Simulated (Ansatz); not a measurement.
The molecule TaB, multiplicity 7 (an upper state: multiplicity 3 came lower at CCSD(T)/def2-TZVPP on PBE0 minima). No spin–orbit coupling.

Seven points along R, fitted to fifth degree in 1/R; most abundant isotopes. In def2 and cc sets the state is the lowest found near the PBE0 minimum, followed along R.

Correlated levels freeze the inner cores; with def2 sets outer-core shells near the valence are correlated too.

Codes used: Ansatz (Gaussian basis) for Hartree–Fock, density functionals and correlated methods. Values without a source in brackets are computed. In def2 rows elements past Kr take small-core potentials, without spin–orbit coupling.

```
level               r_e (Å)  ω_e (cm⁻¹)  ω_e x_e (cm⁻¹)  dipole (D)
------------------  -------  ----------  --------------  ----------
PBE/def2-TZVPP        2.106         642             3.2        2.66
PBE0/def2-TZVPP       2.086         673             3.1        3.12
wB97X-V/def2-TZVPP    2.076           ?             3.0        3.75
CCSD/def2-TZVPP       2.088         675             3.0           -
CCSD(T)/def2-TZVPP        ?           ?             2.5           -
```

Complete the blanks.


- CCSD(T)/def2-TZVPP, r_e (Å): 2.096
- CCSD(T)/def2-TZVPP, ω_e (cm⁻¹): 664
- wB97X-V/def2-TZVPP, ω_e (cm⁻¹): 697

Ansatz is a program for electronic structure.
